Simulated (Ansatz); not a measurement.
Calculated with Ansatz (gas phase, PBE0-D4/def2-TZVP geometries, no zero-point term in ΔE). CBS: MP2 limit from def2 TZ/QZ plus the TZ coupled-cluster correction, frozen cores. This one scheme is used for every species. One conformer a species, not always the lowest.

Reaction (ligand exchange at a B–C bond): `FBC[CH2][AlH2]` + H–F → `FBF` + `C[CH2][AlH2]`

```json
{"species": "`FBC[CH2][AlH2]`", "SCS-MP2/def2-TZVPP energy (Eh)": "-446.76332"}
{"species": "H–F", "SCS-MP2/def2-TZVPP energy (Eh)": "-100.33020"}
{"species": "`FBF`", "SCS-MP2/def2-TZVPP energy (Eh)": "-224.94911"}
{"species": "`C[CH2][AlH2]`", "SCS-MP2/def2-TZVPP energy (Eh)": "-322.20551"}
```

**Question.** Work out ΔE.

**Answer.** ΔE = (-224.94911) + (-322.20551) − (-446.76332) − (-100.33020) = -0.06110 Eh = -160.4 kJ/mol. CCSD(T)/CBS gives -151.5 kJ/mol.

Largest T1 diagnostic among the species: 0.013.

The D4 term adds +7.4 kJ/mol with B3LYP and +4.1 kJ/mol with PBE0; it sums over pairs of atoms, weighted by their polarisabilities, and B3LYP, whose exchange is more repulsive, gets the larger term. In def2-TZVPP, CCSD(T) changes the Hartree–Fock value by +32.1 kJ/mol (the triples alone add +4.4 kJ/mol) and MP2 by +35.5 kJ/mol.

B3LYP here is the variant with VWN-RPA as its local correlation; programs differ in this.
